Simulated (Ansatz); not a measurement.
Geometry optimisation, Ansatz 0.2.0, RKS B3LYP-D4/def2-SVP.

Input file:

```yaml
crystal:
  periodic: [false, false, false]
  atoms:
    - { symbol: Sn, position_ang: [-0.114079, 0.104441, -0.045072] }
    - { symbol: O, position_ang: [-0.034818, 0.077526, 1.924016] }
    - { symbol: H, position_ang: [-0.922209, 0.080799, 2.321946] }
    - { symbol: Cl, position_ang: [2.062727, 0.318308, -0.835244] }
    - { symbol: Cl, position_ang: [-1.333591, 2.012938, -0.657274] }
    - { symbol: Cl, position_ang: [-1.255499, -1.736783, -0.919292] }
    - { symbol: Cl, position_ang: [1.638819, -2.683315, 1.437357] }
    - { symbol: H, position_ang: [1.20035, -1.718414, 2.248161] }
basis:
  gaussian: { orbitals: def2-SVP }
hamiltonian:
  xc: b3lyp
  dispersion: d4
relax:
  f_tol: 0.03
  max_steps: 50
```

Launched with:

```bash
$ ansatz run input.yaml --threads 4 --pin off --max-ram 5120MiB --backend cpu --events-out ev --progress --plain --runs-dir out
```

Where does it end, and by what steps?

The run converged. The force dipped under the threshold on the way, but the program's further checks kept it going. After 12 steps the energy has fallen by 0.084 eV; H3 moved furthest, 0.44 Å.

| step | energy less start (eV) | largest force component (eV/Å) | accepted |
| --- | --- | --- | --- |
| 0 | 0.0000 | 0.734 | yes |
| 1 | -0.0394 | 0.753 | yes |
| 2 | -0.0355 | 0.584 | no |
| 3 | -0.0571 | 0.538 | yes |
| 4 | -0.0658 | 0.438 | yes |
| 5 | -0.0746 | 0.207 | yes |
| 6 | -0.0783 | 0.110 | yes |
| 7 | -0.0818 | 0.060 | yes |
| 8 | -0.0829 | 0.067 | yes |
| 9 | -0.0047 | 1.884 | no |
| 10 | -0.0841 | 0.016 | yes |
| 11 | -0.0765 | 0.599 | no |
| 12 | -0.0842 | 0.023 | yes |

```xyz
8
Properties=species:S:1:pos:R:3
Sn -0.096 0.022 -0.081
O -0.051 -0.177 1.900
H -0.659 0.433 2.347
Cl 2.045 0.392 -0.910
Cl -1.412 1.931 -0.437
Cl -1.127 -1.799 -1.101
Cl 1.615 -2.645 1.584
H 0.927 -1.701 2.173
```

Whether the end is a true minimum wasn't checked by a vibrational analysis.

The run took 43 s on 4 threads of AMD EPYC 7R43 64-Core Processor (Zen 3), on a shared host, peak memory 0.4 GiB.
